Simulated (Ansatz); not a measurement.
Reactions of `IB1C[SiH2]1`.

Gas-phase electronic energies from Ansatz, PBE0-D4/def2-TZVP geometries. CBS: MP2 limit from def2 TZ/QZ plus the TZ coupled-cluster correction, frozen cores. This one scheme is used for every species, atoms too. No spin–orbit coupling; open shells (•) take unrestricted orbitals. Spin–orbit coupling would lower the free atoms: a little for B, C, Si; strongly for I. def2 core potentials past Kr. For Br, I outer-core shells are correlated without core-valence functions, so the limit isn't a true one: a few kJ/mol of doubt a bond, and 10 to 20 or more in all where bonds break to atoms. Scalar relativity is left out up to krypton. Each species was taken in one conformer, which may not be the lowest.

Q: Order these by ΔE at CCSD(T)/CBS, lowest first. (Estimate.)
A. `IB1C[SiH2]1` + PH₃ → `PB1C[SiH2]1` + HI
B. `IB1C[SiH2]1` + H₂ → `B1C[SiH2]1` + HI
C. `IB1C[SiH2]1` → B• + C• + 4 H• + I• + Si•
D. `IB1C[SiH2]1` + CH₃OH → `COB1C[SiH2]1` + HI
E. `IB1C[SiH2]1` → `I[SiH]1BC1`
F. `IB1C[SiH2]1` + HBr → `BrB1C[SiH2]1` + HI
G. `IB1C[SiH2]1` + `C=NC` → `C/N=C\B1C[SiH2]1` + HI
H. `IB1C[SiH2]1` + `C[SiH](O)P` → `PB1C[SiH2]1` + `C[SiH](O)I`

A: D (-13.4 kcal/mol), H (-8.7 kcal/mol), E (-5.8 kcal/mol), F (-1.4 kcal/mol), A (+10.4 kcal/mol), B (+13.1 kcal/mol), G (+17.5 kcal/mol), C (+621.7 kcal/mol).

Largest T1 diagnostic: 0.017, for `PB1C[SiH2]1`.
